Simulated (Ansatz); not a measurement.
Input for Ansatz (an electronic-structure program): R-CCSD(T)/def2-TZVPP on H3NSeTe (SMILES N[Te][SeH]), a point of a torsion scan. Elements past Kr take the def2 small-core potentials; no spin–orbit coupling. The run froze 24 orbitals, filled d shells among them.

Ansatz 0.2 input:
```yaml
crystal:
  periodic: [false, false, false]
  atoms:
    - {symbol: N, position_ang: [-1.08569898, 0.25054546, -0.18212049]}
    - {symbol: Te, position_ang: [-0.02164723, -1.05872504, 0.96447322]}
    - {symbol: Se, position_ang: [2.08231492, -0.58099363, -0.38094006]}
    - {symbol: H, position_ang: [-1.85527550, -0.20591612, -0.65214809]}
    - {symbol: H, position_ang: [-1.47502990, 1.00062039, 0.37240748]}
    - {symbol: H, position_ang: [1.39578494, 0.35116646, -1.22371055]}
basis:
  gaussian:
    orbitals: def2-TZVPP
magnetization: {spin_polarized: false}
correlation: {method: ccsd_t, electrons: outside_noble_gas}
scf: {lower_state_search: off}
```

### Question
What total energy does the run end on?

### Answer
-2723.6297 hartree (reference determinant -2723.0631, T1 diagnostic 0.013).

### Question
How many basis functions does it have, and what does it roughly cost on one machine?

### Answer
171 functions; roughly 50 core-seconds.
